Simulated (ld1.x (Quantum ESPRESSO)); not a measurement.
**Before and after: ultrasoft potential for chlorine**

| Property | Result |
| --- | --- |
| Element | Cl |
| Generator | ld1.x (Quantum ESPRESSO) 7.5 |
| Type | ultrasoft |
| Functional | PBE |
| Relativity | scalar-relativistic |
| Frozen core | [Ne] |
| Valence charge | 7 |
| Reference configuration | 3s2 3p5 |
| Partial waves | 3s (bound): rcut 1.10, rcutus 1.35 bohr; 3s channel at -0.7 Ry: rcut 1.10, rcutus 1.35 bohr; 3p (bound): rcut 1.10, rcutus 1.20 bohr; 3p channel at 2.95 Ry: rcut 1.10, rcutus 1.20 bohr; 3d channel at 0.05 Ry: rc 1.25 bohr |
| Local potential | the d channel |
| Core correction | Bessel-smoothed model core, default radius (core density twice the valence density) |
| Augmentation charge | PSQ, inside the norm-conserving radii |

Change: wave 3s channel at -0.7 Ry: rcut 1.10, rcutus 1.35 bohr becomes 3s channel at -1.26 Ry: rcut 1.10, rcutus 1.35 bohr.

Cutoffs: the cutoffs (Ry, on a coarse ladder) from which the occupation-weighted sum of valence levels, in a spherical-Bessel basis at the reference potential, stays within 10 and 1 mRy of its value at 400 Ry; they do not see the model core or the augmentation charge, which bear on the density cutoff. Errors are all-electron minus pseudo energies relative to the spin-unpolarised reference configuration.

Question: How do hardness, ghosts and transferability respond?

Answer: The potential gets neither clearly harder nor softer (18 Ry and 50 Ry → 18 Ry and 50 Ry); of the 7 tests that both files solve, the error grows in 0 and shrinks in 3 by more than 15 % and 0.3 meV (median size 2.1 → 2.0 meV); neither file shows a bound ghost.

```csv
quantity,base,changed
"cutoff, loose",18 Ry,18 Ry
"cutoff, tight",50 Ry,50 Ry
bound ghosts,none,none
"error for 3s2 3p4, meV [ΔE 13.88 eV]",-1.3,-1.2
"error for 3s2 3p3, meV [ΔE 39.32 eV]",-3.7,-3.1
"error for 3s2 3p2, meV [ΔE 77.63 eV]",-8.9,-6.7
"error for 3s2 3p1, meV [ΔE 129.87 eV]",-19,-13
"error for 3s1 3p5, meV [ΔE 26.58 eV]",-2.1,-2.0
"error for 3s2 3p4.5, meV [ΔE 5.58 eV]",-0.5,-0.5
"error for 3s1 3p6, meV [ΔE 12.15 eV]",-0.1,-0.1
s: phases at 1.51 bohr within 0.05 rad from the reference energy up to (Ry; the scan ends near 5),to the end of the scan,to the end of the scan
p: phases at 1.51 bohr within 0.05 rad from the reference energy up to (Ry; the scan ends near 5),to the end of the scan,to the end of the scan
d: phases at 1.51 bohr within 0.05 rad from the reference energy up to (Ry; the scan ends near 5),to the end of the scan,to the end of the scan
lowest overlap eigenvalue by channel,"s 0.40, p 0.72","s 0.40, p 0.72"
```
